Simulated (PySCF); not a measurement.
## How methods differ on the ionisation energy of Li⁺

Li⁺ 1s2 (1S) → Li²⁺ 1s1 (2S), as a difference of total energies. All numbers are calculated (PySCF 2.14, no relativity, point nucleus, in aug-cc-pVDZ (4s3p2d, 23 functions)). Correlated levels: valence: nothing frozen. The calculations carry no spin-orbit coupling.

```json
{"method": "UHF", "ionisation energy (eV)": "75.832"}
{"method": "MN15", "ionisation energy (eV)": "77.242"}
{"method": "M06-L", "ionisation energy (eV)": "77.318"}
{"method": "MP2 (valence)", "ionisation energy (eV)": "75.836"}
{"method": "SCS-MP2 (valence)", "ionisation energy (eV)": "75.836"}
{"method": "CCSD (valence)", "ionisation energy (eV)": "75.835"}
```

Errors of the correlated levels include the incompleteness of this basis.

With two correlated electrons CCSD is exact in that space.

For comparison: 75.640 eV (theoretical estimate listed by NIST; NIST Atomic Spectra Database, ionization energies).
